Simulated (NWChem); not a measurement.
# C$_{3}$H$_{6}$OSi; SMILES C=C[SiH2]C=O

```xyz
11

C      0.5595    -2.3965    -0.3244
C      0.5277    -1.2408     0.3523
Si    -0.8559    -0.0006     0.1989
C     -0.1399     1.7388    -0.2644
O      0.9263     2.1174     0.1855
H     -0.2336    -2.6895    -1.0103
H      1.3810    -3.1046    -0.2242
H      1.3592    -1.0067     1.0184
H     -1.5745     0.2063     1.4880
H     -1.8358    -0.4401    -0.8333
H     -0.7223     2.4187    -0.9370
```
Atoms are numbered in this order, from 1.

All runs: NWChem. Pople sets run with spherical d functions. Geometry: optimised at B3LYP/6-31G* (spherical d). B3LYP is NWChem's, with the RPA form of VWN correlation. Level: B3LYP/6-31G* with SMD (1 M gas to 1 M solution), gas-phase geometry. Reactions with the solvent are ignored.

For solvent toluene:

```yaml
solvation free energy (kcal/mol): -2.2
cavity-dispersion-structure term (kcal/mol): -0.3
dipole in solution (D): 2.26
```

Problem. Estimate the same quantities for solvent water.

Solution. The solvation free energy (kcal/mol) is 0.5 and the cavity-dispersion-structure term (kcal/mol) comes out as 6.0. The dipole in solution (D) comes out as 2.81.
